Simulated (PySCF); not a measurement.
Compound: C9H12.
Cartesian coordinates in Å at the GFN2-xTB level; atoms count from 1:
```xyz
21
C9H12 angstrom
C      3.3285    0.5683    0.9463
C      2.2306    0.4520    0.4805
C      0.9088    0.3120   -0.0510
C      0.5915   -1.0715   -0.6055
C     -0.6667   -1.6653    0.0242
C     -1.8247   -0.6781   -0.0697
C     -1.5584    0.5264    0.8305
C     -0.1814    1.1156    0.6264
C      0.3075    1.5234   -0.7273
H      4.2924    0.6684    1.3470
H      0.4564   -1.0073   -1.6892
H      1.4410   -1.7326   -0.4198
H     -0.9202   -2.5963   -0.4867
H     -0.4763   -1.8984    1.0744
H     -1.9478   -0.3594   -1.1069
H     -2.7548   -1.1579    0.2409
H     -2.3138    1.2987    0.6570
H     -1.6438    0.2107    1.8744
H      0.1432    1.7423    1.4508
H     -0.3317    1.3497   -1.5799
H      0.9106    2.4161   -0.8066
```

NICS = −σ at a ghost point: NICS(0) at the centroid of the ring atoms, NICS(1) 1 Å to either side along the normal of their mean plane, zz for the tensor component along that normal. Level: GIAO PBE0/pcSseg-1 (PySCF, non-relativistic, gas phase) on the GFN2-xTB geometry, one conformer.

Ring bond lengths (Å), with Mayer bond orders in brackets: C3–C4 1.524 (1.00), C4–C5 1.527 (1.04), C5–C6 1.525 (1.03), C6–C7 1.527 (1.04), C7–C8 1.512 (1.03), C8–C3 1.514 (0.90); C3–C8 1.514 (0.90), C8–C9 1.496 (0.93), C9–C3 1.512 (0.90).

Q: Give the NICS values of each ring in ppm.

A: 
| ring | type | NICS(0) | NICS(1), two faces | NICS(1)zz, two faces | rms pucker (Å) | centre to ring atoms, mean (Å) |
| --- | --- | --- | --- | --- | --- | --- |
| C3–C4–C5–C6–C7–C8 | 6-membered carbocycle; formal bonds all single | -5.2 | -4.8 / -2.3 | 1.0 / 2.4 | 0.21 | 1.48 |
| C3–C8–C9 | 3-membered carbocycle; formal bonds all single | -44.4 | -8.9 / -8.1 | -22.8 / -22.9 | 0.00 | 0.87 |

Q: What can be read from them?

A: 
- C3–C4–C5–C6–C7–C8: mean NICS(1)zz 1.7 ppm, near zero. C3, C4, C5, C6, C7, C8 have four or more neighbours; no verdict on aromaticity is drawn.
- C3–C8–C9: mean NICS(1)zz -22.9 ppm, shielded. C3, C8, C9 have four or more neighbours, and the NICS criterion for π rings isn't applied. NICS(0) lies 36 ppm below the mean NICS(1).

Q: What are the shieldings of the ring atoms and their hydrogens in the same run (means over atoms taken as equivalent)?

A: 
```csv
atoms,environment,σ isotropic (ppm)
C3,sp3 carbon at a ring junction,175.7
C4,ring CH2 carbon,151.4
C5,ring CH2 carbon,160.8
C6,ring CH2 carbon,164.3
C7,ring CH2 carbon,160.4
C8,sp3 carbon at a ring junction,161.4
C9,three-membered-ring carbon,163.6
H11,methylene hydrogen,30.11
H12,methylene hydrogen,29.36
H13,methylene hydrogen,30.32
H14,methylene hydrogen,30.60
H15,methylene hydrogen,31.00
H16,methylene hydrogen,30.23
H17,methylene hydrogen,29.77
```

The list is cut; further classes of hydrogen are left out.
